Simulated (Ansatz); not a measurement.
AlBrCl (`[Cl][Al][Br]`) radical, 3 atoms. Total charge 0; spin multiplicity 2. Correlated methods include outer-core shells of Br, which these sets cover unevenly. Scalar relativity is left out up to krypton. All runs use 2 threads of a server CPU on a shared host. Correlated methods freeze the cores. Open-shell runs search over several starts.

(1) Give the basis size and wall time and peak host memory of each of these runs in Ansatz. direct RPA on PBE orbitals/def2-TZVPP energy; UKS r2SCAN-D4/def2-TZVPP energy and forces; UHF-CCSD(T)/def2-SVP energy; UKS PBE0-D4/def2-TZVPP energy; UHF-CCSD(T)/def2-TZVPP energy; UKS ωB97M-V/def2-QZVPP energy; UKS BHLYP-D4/def2-TZVPP energy; UKS ωB97M-V/def2-SVP energy; UHF-MP2/def2-QZVPP energy; UKS PBE0-D4/def2-TZVP relaxation (3 steps); UKS SPW92/def2-TZVPP energy; UKS PBE0-D4/def2-QZVPP energy. (Best estimate.)

Answers

(1) The calculation gave: Other jobs shared the machine, so times are rough.

```json
{"level": "UKS SPW92/def2-TZVPP", "job": "energy", "functions": "132", "wall time": "1.9 s", "peak host memory (GiB)": "0.17"}
{"level": "UHF-CCSD(T)/def2-SVP", "job": "energy", "functions": "68", "wall time": "3.4 s", "peak host memory (GiB)": "0.2"}
{"level": "UKS PBE0-D4/def2-TZVPP", "job": "energy", "functions": "132", "wall time": "5.5 s", "peak host memory (GiB)": "0.39"}
{"level": "UKS BHLYP-D4/def2-TZVPP", "job": "energy", "functions": "132", "wall time": "6 s", "peak host memory (GiB)": "0.46"}
{"level": "direct RPA on PBE orbitals/def2-TZVPP", "job": "energy", "functions": "132", "wall time": "6 s", "peak host memory (GiB)": "0.23"}
{"level": "UKS r2SCAN-D4/def2-TZVPP", "job": "energy and forces", "functions": "132", "wall time": "11 s", "peak host memory (GiB)": "0.22"}
{"level": "UKS ωB97M-V/def2-SVP", "job": "energy", "functions": "68", "wall time": "13 s", "peak host memory (GiB)": "0.31"}
{"level": "UKS PBE0-D4/def2-QZVPP", "job": "energy", "functions": "229", "wall time": "14 s", "peak host memory (GiB)": "0.81"}
{"level": "UHF-MP2/def2-QZVPP", "job": "energy", "functions": "229", "wall time": "16 s", "peak host memory (GiB)": "0.73"}
{"level": "UKS PBE0-D4/def2-TZVP", "job": "relaxation (3 steps)", "functions": "122", "wall time": "29 s", "peak host memory (GiB)": "0.32"}
{"level": "UHF-CCSD(T)/def2-TZVPP", "job": "energy", "functions": "132", "wall time": "34 s", "peak host memory (GiB)": "0.95"}
{"level": "UKS ωB97M-V/def2-QZVPP", "job": "energy", "functions": "229", "wall time": "40 s", "peak host memory (GiB)": "1"}
```
